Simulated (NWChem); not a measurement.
AlH$_{2}$F; SMILES [F][AlH2]

```xyz
4

Al     0.0000     0.0000    -0.5763
H      0.0000     1.4212    -1.2945
H      0.0000    -1.4212    -1.2945
F      0.0000     0.0000     1.1043
```
Atoms are numbered in this order, from 1.

Level: PBE-D3(BJ)/def2-SVP (NWChem), optimised geometry, unscaled harmonic frequencies. 

Q: List the harmonic frequencies with IR intensities, and the thermochemistry.

A: 
```
frequency (cm⁻¹)  IR intensity (km/mol)
----------------  ---------------------
551                               107.0
616                               250.3
756                                76.7
841                               174.1
1905                               40.2
1923                              239.7
```

The zero-point energy is 9.4 kcal/mol. The thermal correction to the enthalpy at 298.15 K (with zero-point energy) is 12.1 kcal/mol and the heat capacity Cv is 9.4 cal/(mol K). The entropy at 298.15 K and 1 atm (symmetry number 2) is 57.7 cal/(mol K) and the dipole moment is 1.22 D.

Rigid rotor and harmonic oscillator.
